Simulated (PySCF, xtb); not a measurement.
KF, SMILES [F][K].

Harmonic wavenumbers (cm⁻¹) from GFN2-xTB (xtb) at its own minimum, in rising order: 339.

Q: What does PBE0-D3(BJ)/def2-TZVPD (PySCF 2.14.0) give at its own minimum? (The exact figures need the calculation; the answer reports its results.)

A: 414. Paired by order, the mean absolute difference is 75 cm⁻¹ and the zero-point energies are 0.5 and 0.6 kcal/mol.
